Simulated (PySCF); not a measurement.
Compound: C7H7OPSi.
SMILES with atom numbers: `[SiH3:1][c:2]1[o:3][c:4]2[cH:5][cH:6][cH:7][cH:8][c:9]2[p:10]1`

NICS is the negative of the GIAO shielding at a point without a nucleus: at the ring centre (0) and 1 Å above and below it (1); zz is the component along the ring normal. Level: GIAO PBE0/pcSseg-1 (PySCF, non-relativistic, gas phase) on the PBE0-D3(BJ)/def2-SVP geometry, one conformer.

Rings: 1. C2–O3–C4–C9–P10; 2. C4–C5–C6–C7–C8–C9.

```csv
set,NICS(0),"NICS(1), two faces","NICS(1)zz, two faces"
P,-9.7,-10.4 / -10.4,-22.8 / -22.8
Q,-10.2,-12.0 / -12.1,-29.8 / -29.8
```

Question: Which set (ppm) belongs to which ring?

Answer: P = 1, Q = 2.
- 1 (5-membered ring with O and P; formal bonds all aromatic): mean NICS(1)zz -22.8 ppm, shielded.
- 2 (6-membered carbocycle; formal bonds all aromatic): mean NICS(1)zz -29.8 ppm, shielded. The ring is flat and has no four-coordinate atom; by the NICS criterion it is aromatic, though in fused rings the probe also feels the neighbouring ring.

Question: How do the rings differ in shape?

Answer: 
| ring | bond lengths (Å) | rms pucker (Å) | HOMA | nearest outside atom to a NICS(1) probe (Å) |
| --- | --- | --- | --- | --- |
| 1 | 1.357, 1.350, 1.405, 1.796, 1.715 | 0.00 | 0.25 | carbon 2.79 |
| 2 | 1.395, 1.387, 1.407, 1.387, 1.406, 1.405 | 0.00 | 0.96 | hydrogen 2.67 |

HOMA = 1 − mean of α(R − Ropt)² over the ring bonds, with Krygowski's 1993 parameters (CC: Ropt 1.388 Å, α 257.7 Å⁻²; CO: Ropt 1.265 Å, α 157.38 Å⁻²; CP: Ropt 1.698 Å, α 118.91 Å⁻²).
